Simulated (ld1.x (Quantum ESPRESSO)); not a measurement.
**Plane-wave convergence, TM potential for Hf**

ld1.x (Quantum ESPRESSO) 7.5 input, shortened:

```
&input
   title='Hf', zed=72., rel=1, dft='PZ', iswitch=3,
   config='[Xe] 4f14 5d2 5f-2 6s0 6p0'
 /
 &inputp
   pseudotype=2, tm=.true., lloc=1,
   nlcc=.false.
 /
4
6S  1  0   0.00   0.00  2.85  2.85  0.0
5D  3  2   2.00   0.00  1.85  1.85  0.0
5F  4  3  -2.00  -0.05  3.80  3.80  0.0
6P  2  1   0.00   0.00  3.60  3.60  0.0
 &test
   configts(1)='5d2 6s0 6p0'
 /
```

The pseudo-atom Hamiltonian at the reference potential is diagonalised in spherical Bessel functions j_l(qr) that vanish at 20 bohr, with q² up to the cutoff. All-electron valence levels (Ry): 6s -1.3083, 5d -1.2507, 6p -0.8913.

How do the lowest levels (Ry) of each channel move with the cutoff, and are there ghosts?

```
cutoff (Ry)     s #1     d #1     d #2     f #1     p #1     p #2  Σ f·Δε (mRy)
          8  -1.3031  -0.9393  -0.3902  -0.3136  -0.8910  -0.3824         622.8
         10  -1.3050  -1.0468  -0.4086  -0.3141  -0.8911  -0.3824         407.8
         15  -1.3079  -1.1900  -0.4256  -0.3143  -0.8913  -0.3825         121.4
         18  -1.3081  -1.2326  -0.4299  -0.3143  -0.8913  -0.3825          36.3
         21  -1.3081  -1.2438  -0.4310  -0.3143  -0.8913  -0.3825          13.8
         25  -1.3082  -1.2485  -0.4315  -0.3143  -0.8913  -0.3825           4.4
         35  -1.3083  -1.2507  -0.4317  -0.3143  -0.8913  -0.3825           0.1
         40  -1.3083  -1.2507  -0.4317  -0.3143  -0.8913  -0.3825           0.1
        400  -1.3083  -1.2507  -0.4317  -0.3143  -0.8913  -0.3825           0.0
```

Result: no extra level below or beside the all-electron valence levels (s, d, f, p tested); 10 mRy is reached at 25 Ry and 1 mRy at 30 Ry.
